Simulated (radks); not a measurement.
Q: The selenium ion Se+, configuration [Ar] 3d10 4s2 4p2.5 5s0.5 (fractional occupations, a model configuration). Calculated with a radial shooting solver on a logarithmic mesh with Libxc functionals: scalar-relativistic Kohn-Sham, r2SCAN, spin-polarised, spherical densities, finite nucleus; open shells are filled with parallel spins first; meta-GGA in the generalised Kohn-Sham scheme; Fermi nuclear charge, rms radius 4.14 fm. Some entries of the table are withheld. Estimate them.

orbital  occ.  eigenvalue (eV)  <r> (bohr)  <1/r> (bohr^-1)
1s up       1        -12552.06     0.04409            34.56
1s down     1        -12551.83     0.04409            34.56
2s up       1        -1633.905      0.1957            7.649
2s down     1        -1633.870      0.1957            7.648
2p up       3        -1436.696      0.1711            7.475
2p down     3        -1436.527      0.1711            7.475
3s up       1        -232.6740      0.5728            2.493
3s down     1        -232.4723      0.5729            2.492
3p up       3        -170.2202      0.5889            2.336
3p down     3        -169.9786      0.5886            2.336
3d up       5         -67.6127      0.6308            2.029
3d down     5         -67.2456      0.6268            2.036
4s up       1         -31.1237         (1)           0.7593
4s down     1         -27.6781         (2)           0.7680
4p up     2.5              (3)       2.048           0.6349
4p down     0              (4)       2.022           0.6444
5s up     0.5          -6.4209       4.839           0.2637
4d up       0          -4.7871       3.917           0.3345
5p up       0          -4.2478         (5)           0.2155

A: 
(1) 4s up <r> (bohr): 1.731
(2) 4s down <r> (bohr): 1.722
(3) 4p up eigenvalue (eV): -18.8704
(4) 4p down eigenvalue (eV): -15.2490
(5) 5p up <r> (bohr): 5.871
